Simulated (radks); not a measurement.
Removal energies from the xenon ion Xe3+, [Kr] 4d10 5s2 5p3, by Delta-SCF beside the eigenvalue of the level emptied. Calculated with a radial shooting solver on a logarithmic mesh with Libxc functionals: scalar-relativistic Kohn-Sham, BLYP, spin-polarised, spherical densities, finite nucleus; Fermi nuclear charge, rms radius of each element as measured or else 0.836 A^(1/3) + 0.57 fm. Open shells are filled with parallel spins first.

removed from             final configuration  Delta-SCF (eV)  -eigenvalue (eV)
5p                         [Kr] 4d10 5s2 5p2          43.084            37.738
5s                         [Kr] 4d10 5s1 5p3          54.522            48.751
4d                          [Kr] 4d9 5s2 5p3          102.18            92.214
4p            [Ar] 3d10 4s2 4p5 4d10 5s2 5p3          185.05            174.26
